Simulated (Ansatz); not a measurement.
Input for Ansatz (a first-principles code): U-CCSD(T)/cc-pVDZ on iminoborane (SMILES B=N), a point of a bond scan (R = 1.091 Å).

Ansatz 0.2 input:
```yaml
crystal:
  periodic: [false, false, false]
  atoms:
    - {symbol: B, position_ang: [-0.00000000, -0.00000000, -0.69205561]}
    - {symbol: N, position_ang: [0.00000000, 0.00000000, 0.54091709]}
    - {symbol: H, position_ang: [-0.00000000, -0.00000000, -1.85891024]}
    - {symbol: H, position_ang: [0.00000000, 0.00000000, 1.63195377]}
basis:
  gaussian:
    orbitals: cc-pVDZ
correlation: {method: ccsd_t, electrons: outside_noble_gas}
scf: {omitted_lower_state_checks: [cluster_reference]}
magnetization: {spin_polarized: true, initial_magnetization: 0}
```

Output:

```
WARN ansatz: RAYON_NUM_THREADS=1 ignored (pool sized by the plan → 1); use --threads N
Functional definition: HF
these checks for a lower state are left out or cut short: cluster_reference
integrals: 0.01 GiB planned
357 factors; integrals over basis functions are off by at most 1.3e-3 eV
mean field: 0.06 GiB planned
mean field evaluation 1: about -2182.0912 eV, gradient 2.4e1 eV
mean field evaluation 2: about -2182.0917 eV, gradient 2.4e1 eV
mean field evaluation 4: about -2184.8129 eV, gradient 1.8e0 eV
mean field evaluation 8: about -2184.8370 eV, gradient 3.5e-5 eV
mean field -2184.83704540 eV, -80.2912804826 hartree, gradient 1.8e-6 eV, S^2 0.000000; 0 other end points of the search recorded, 0 dependent functions left out
2 core orbitals not correlated
reference -2184.83704540 eV, -80.2912804826 hartree; 5, 5 occupied and 31, 31 virtual orbitals, 357 factors
second order -6.86799998 eV of doubles, -0.00000000 eV of singles
coupled cluster: 0.08 GiB planned
cycle   1  -6.98558592 eV  change   -1.2e-1 eV  update   7.9e-2
cycle   2  -7.21625111 eV  change   -2.3e-1 eV  update   2.4e-2
cycle   3  -7.29117932 eV  change   -7.5e-2 eV  update   1.4e-2
cycle   4  -7.28916250 eV  change    2.0e-3 eV  update   3.0e-3
cycle   5  -7.28988390 eV  change   -7.2e-4 eV  update   1.0e-3
cycle   6  -7.28982132 eV  change    6.3e-5 eV  update   1.8e-4
cycle   7  -7.28986978 eV  change   -4.8e-5 eV  update   3.2e-5
cycle   8  -7.28987414 eV  change   -4.4e-6 eV  update   8.8e-6
perturbative correction -0.26358398 eV, -0.0096865325 hartree
Total energy: -2192.39050352 eV, -80.5688649486 hartree
Checks for a lower state left out: cluster_reference
```

Self-consistency was reached.

Cost: roughly 0.8 core-seconds.
